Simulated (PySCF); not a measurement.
## Exercise with solution: oscillator strength and radiative lifetime

C₃H₁₂OSi₂, SMILES C[SiH](C)C[SiH2]O.

Coordinates come from a B3LYP-D3(BJ)/def2-SVP optimisation. The structure was generated by enumeration, and PubChem lists no compound with its InChIKey, so it may never have been made. Other conformers were not sampled.

PySCF with TDA-LC-ωPBE/def2-SVPD puts the first singlet state with f over 0.02 at 7.58 eV (vertical), with the transition dipole (-0.319, 0.140, 0.170) in atomic units.

### Question
Find the oscillator strength, the wavelength and the radiative lifetime that this transition would have in vacuum if emission retraced absorption.

### Answer

|μ|² = 0.1503 au, so |μ| = 0.99 D. ΔE = 7.58/27.211 = 0.2786 hartree. f = (2/3) ΔE |μ|² = 0.028 (the program prints 0.028).
λ = 1239.84/7.58 = 164 nm; ν = 61137 cm⁻¹.
Einstein's coefficient A = 0.6670 ν² f s⁻¹ (ν in cm⁻¹) = 7.0e7 s⁻¹, so τ = 1/A = 14 ns. This state is S1. The figure is the radiative limit of this one transition; relaxation, internal conversion, crossing to triplets and a medium change what is measured.
